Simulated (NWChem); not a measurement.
Molecule: C5O5Ru; SMILES [O+]#[C-]->[Ru](<-[C-]#[O+])(<-[C-]#[O+])(<-[C-]#[O+])<-[C-]#[O+]

No frequency run checked for a minimum. def2 effective core potentials on Ru; no spin-orbit coupling.

Problem. Give the equilibrium geometry at PBE0/def2-SVP with def2 effective core potentials on Ru (NWChem) as an XYZ file, with the point group.

Solution. point group D3h; any orientation.
```
11

Ru     0.0000     0.0000     0.0000
O     -1.5261    -0.0051     2.6788
C     -0.9602    -0.0030     1.6855
O      0.0006     3.0811     0.0046
C      0.0003     1.9429     0.0030
O      0.0005    -3.0811    -0.0045
C      0.0003    -1.9428    -0.0030
O     -1.5570     0.0044    -2.6610
C     -0.9797     0.0028    -1.6743
O      3.0830    -0.0003    -0.0179
C      1.9399    -0.0001    -0.0113
```
